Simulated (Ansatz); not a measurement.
System: SnH, charge 1, multiplicity 1. SMILES: [SnH+]
Structure (B3LYP-D3(BJ)/def2-TZVP (Ansatz, a first-principles code) minimum search):
```xyz
2

Sn     0.0000     0.0000    -0.0346
H      0.0000     0.0000     1.7324
```
Charge +1, spin multiplicity 1.

Computed values are from Ansatz. Valence correlation only, unless marked. UHF or UKS for open shells. Spin-orbit coupling is left out. Frozen are the shells of the preceding noble gas and the d and f shells that filled before the atom's block. Past Kr the def2 sets carry scalar-relativistic core potentials. CBS marks a two-point X^-3 extrapolation of the correlation energy; Hartree-Fock from the larger set.

```
Quantity                                                                                                           Result
-------------------------------------------------------------------  ----------------------------------------------------
vertical ionisation energy (to the doublet)                              16.52 eV at CCSD(T)/CBS(def2-TZVPPD,def2-QZVPPD)
vertical electron affinity (to the doublet; negative means unbound)       7.11 eV at CCSD(T)/CBS(def2-TZVPPD,def2-QZVPPD)
total energy                                                         -213.7397 Eh at CCSD(T)/CBS(def2-TZVPPD,def2-QZVPPD)
T1 diagnostic                                                                                   0.011 at CCSD/def2-QZVPPD
```
